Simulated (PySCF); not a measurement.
prop-2-enoxyboronic acid (C3H7BO3), SMILES B(O)(O)OCC=C.

Geometry optimised at B3LYP-D3(BJ)/def2-SVP. The values are those of a single conformer.

All values below come from r2SCAN/def2-TZVP (PySCF).

Isolated molecule, no solvent.

```json
{
 "total_energy": "-369.13766 hartree",
 "highest_occupied_level": "-6.72 eV",
 "lowest_empty_level": "-0.80 eV",
 "orbital_gap": "5.92 eV",
 "dipole_moment": "0.14 D",
 "quadrupole, principal values (traceless, Buckingham form, about the centre of nuclear charge)": "-3.14, -0.33, 3.47 D·Å",
 "mean_static_polarisability": "62.0 bohr³ (9.18 Å³)",
 "polarisability_principal_values": "49.3, 54.5, 82.1 bohr³"
}
```
